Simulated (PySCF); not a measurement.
B(F)(OMe)(OtBu) (C5H12BFO2), SMILES COB(F)OC(C)(C)C.

The structure is a stationary point at B3LYP-D3(BJ)/def2-SVP. One conformer was computed; it need not be the lowest.

The numbers are results of PySCF with PBE/def2-SVP, not measurements.

Gas-phase values at a fixed geometry.

- total energy = -472.13433 hartree
- highest occupied level = -6.63 eV
- lowest empty level = 0.60 eV
- orbital gap = 7.23 eV
- dipole moment = 2.15 D
- quadrupole, principal values (traceless, Buckingham form, about the centre of nuclear charge) = -7.90, 0.79, 7.10 D·Å
- mean static polarisability = 74.9 bohr³ (11.10 Å³)
- polarisability, principal values = 67.0, 71.7, 86.0 bohr³
